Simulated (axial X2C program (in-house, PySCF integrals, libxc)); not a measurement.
## Curves of FEuF⁺ from open-shell CI on f6 s0

Computed with an axial X2C code built on PySCF integrals: two-component X2C with atomic mean-field Coulomb and Gaunt terms, basis F dyall-v3z, Eu dyall-v3z (cores contracted in-house). Orbitals come from Hartree–Fock averaged over the configuration Eu f6 s0; CI then distributes these electrons over the f, s shells of Eu.

Scan along the symmetric stretch (R is each bond); masses F 18.998 u, Eu 152.921 u, F 18.998 u. Energies in cm⁻¹ from the lowest point; levels are followed by energy order within each Ω. Lowest level at 2.021 Å: 100% f6.

```tsv
R (Å)	(1)Ω=0	(1)Ω=1	(1)Ω=2	(1)Ω=3	(2)Ω=0	(2)Ω=1	(2)Ω=2
1.880	4641	4754	5087	5634	8240	8373	8761
1.950	947	1075	1455	2094	3858	4007	4436
2.021	0	140	557	1277	2450	2613	3079
2.102	1470	1620	2072	2863	3564	3744	4246
2.183	4877	5036	5513	6357	6723	6918	7453
2.274	10255	10421	10921	11803	11898	12111	12677
2.385	18172	18346	18868	19778	19632	19867	20466
```

**Question.** Fit the curves (1)Ω=0, (1)Ω=1, (1)Ω=2, (1)Ω=3, (2)Ω=0, (2)Ω=1, (2)Ω=2 near their minima.

**Answer.** From the open-shell CI curves, Te from the lowest:

| level | Te (cm⁻¹) | Re (Å) | ωe (cm⁻¹) |
| --- | --- | --- | --- |
| (1)Ω=0 | 0 | 2.014 | 617.9 |
| (1)Ω=1 | 139 | 2.013 | 618.0 |
| (1)Ω=2 | 552 | 2.012 | 618.3 |
| (1)Ω=3 | 1262 | 2.010 | 619.1 |
| (2)Ω=0 | 2455 | 2.026 | 621.3 |
| (2)Ω=1 | 2619 | 2.026 | 621.9 |
| (2)Ω=2 | 3087 | 2.025 | 622.8 |

Without dynamic correlation distances can be off by several hundredths of an Å (long for ionic bonds, short for multiple bonds) and the wavenumbers are rough.

The 7 lowest curves are shown; the next is (3)Ω=0, from 3202 cm⁻¹.

There is no dynamic correlation: spin–orbit spacings and, for f shells, spacings inside one term are the most reliable numbers, splittings between terms come out too wide, and energies between configurations are not reliable, so the lowest level need not be the ground state of the molecule. At most 4 roots were kept for each Ω > 0 (twice that for Ω = 0) within 2.2 eV of the lowest, so higher up levels can be missing between those listed; levels with Ω > 0 are doubly degenerate and listed once, Ω = 0 levels singly. States that fill the shells left empty in the average are placed too high. The molecule was held linear; bending was not examined.
